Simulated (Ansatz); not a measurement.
`C#C[SiH](O)F` + `[CH3][Ti]([F])([F])[F]` → `C[SiH](O)F` + `C#[C][Ti]([F])([F])[F]` at 600 K and 1 bar (redistribution).

Gas-phase electronic energies from Ansatz, PBE0-D4/def2-TZVP geometries. CBS: MP2 limit from def2 TZ/QZ plus the TZ coupled-cluster correction, frozen cores. For Ti outer-core shells are correlated without core-valence functions, which leaves a few kJ/mol of doubt a bond. Scalar relativity is left out up to krypton. Each species was taken in one conformer, which may not be the lowest.

```json
{"species": "`C#C[SiH](O)F`", "CCSD(T)/CBS energy (Eh)": "-542.02392", "H − E (kJ/mol)": "174.3", "S (J/(mol·K))": "408.0"}
{"species": "`[CH3][Ti]([F])([F])[F]`", "CCSD(T)/CBS energy (Eh)": "-1188.36791", "H − E (kJ/mol)": "168.3", "S (J/(mol·K))": "427.0"}
{"species": "`C[SiH](O)F`", "CCSD(T)/CBS energy (Eh)": "-505.24344", "H − E (kJ/mol)": "217.8", "S (J/(mol·K))": "394.2"}
{"species": "`C#[C][Ti]([F])([F])[F]`", "CCSD(T)/CBS energy (Eh)": "-1225.14941", "H − E (kJ/mol)": "126.2", "S (J/(mol·K))": "437.2"}
```

H − E and S are ideal-gas, rigid-rotor, harmonic terms from PBE0-D4/def2-TZVP, for one conformer and one mirror image of each species. 1 Eh = 2625.50 kJ/mol, R = 8.31446 J/(mol·K).

Question: By hand: ΔE, ΔH, ΔS and ΔG.

Answer: ΔE = (-505.24344) + (-1225.14941) − (-542.02392) − (-1188.36791) = -0.00102 Eh = -2.7 kJ/mol. Δ(H − E) = 217.8 + 126.2 − 174.3 − 168.3 = 1.4, so ΔH = -1.3 kJ/mol. ΔS = 394.2 + 437.2 − 408.0 − 427.0 = -3.6 J/(mol·K). ΔG = -1.3 − 600 × (-3.6)/1000 = 0.9 kJ/mol.

Question: By hand: the equilibrium constant, and the temperature at which ΔG would vanish if ΔH and ΔS stayed fixed.

Answer: log₁₀ K = −ΔG/(RT ln 10) = -0.1. ΔG = 0 at ΔH/ΔS = 361 K, though so small a ΔH makes that figure unsure.

TΔS isn't small against ΔH here. The sign of ΔG lies within the doubt. A doubt of 5 kJ/mol in ΔE shifts log₁₀ K by 0.4 here. Other conformers and mirror images would add mixing entropy, several J/(mol·K) or more a flexible species. These are equilibria of isolated gas molecules and say nothing of rates. Largest T1 diagnostic: 0.023 (customary marks: 0.02 for closed shells, 0.045 for open ones).
